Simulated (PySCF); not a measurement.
**Electron correlation in O (oxygen, neutral)**

[He] 2s2 2p4, high-spin 3P determinant. All numbers are calculated (PySCF 2.14, the spin-free X2C one-electron Hamiltonian (Gaussian nucleus), in aug-cc-pCVTZ-DK). Frozen: nothing; 8 electrons correlated.

```csv
level,correlation energy (mhartree)
CCSD,-219.13
(T),-3.85
CCSD(T),-222.98
```

Diagnostics: T1 = 0.0064, D1 = 0.0117, largest double amplitude 0.038.

**Question.** Is a single reference adequate?

**Answer.** Yes: T1 lies below 0.03 and no double amplitude reaches 0.07.
